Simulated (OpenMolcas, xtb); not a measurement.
A ladder of methods for GaCNCl2 (SMILES N#[C][Ga]([Cl])[Cl])

GaCNCl2 has 5 atoms, charge 0, and is taken as a singlet. As SMILES, `N#[C][Ga]([Cl])[Cl]`. The shape is that of a PBE0-D4/def2-TZVP optimisation.

```xyz
5

N     0.9096   -1.3181    1.9140
C     0.4935   -0.7150    1.0252
Ga   -0.1994    0.2887   -0.4557
Cl   -1.7355   -0.5262   -1.6432
Cl    0.5817    2.1970   -0.8818
```

Quantity: the dipole moment, in D. The values are calculated.

```json
{"level": "GFN0-xTB", "kind": "semi-empirical", "program": "xtb", "value (D)": "3.06", "CPU time": "under 2 s"}
{"level": "HF/cc-pVDZ", "kind": "Hartree–Fock", "program": "OpenMolcas", "value (D)": "1.80", "CPU time": "16 s"}
{"level": "SVWN5/cc-pVDZ", "kind": "LDA", "program": "OpenMolcas", "value (D)": "1.84", "CPU time": "29 s"}
{"level": "revPBE/cc-pVDZ", "kind": "GGA", "program": "OpenMolcas", "value (D)": "1.74", "CPU time": "39 s"}
{"level": "TPSS/cc-pVDZ", "kind": "meta-GGA", "program": "OpenMolcas", "value (D)": "1.76", "CPU time": "49 s"}
{"level": "M06-2X/cc-pVDZ", "kind": "hybrid meta-GGA", "program": "OpenMolcas", "value (D)": "1.73", "CPU time": "43 s"}
```

All-electron rows without a relativistic Hamiltonian named are non-relativistic. The values span 1.73 to 3.06 D. Magnitudes only. CPU times are rough (shared hosts, several kinds of processor): they show what a rung costs within a factor of a few.
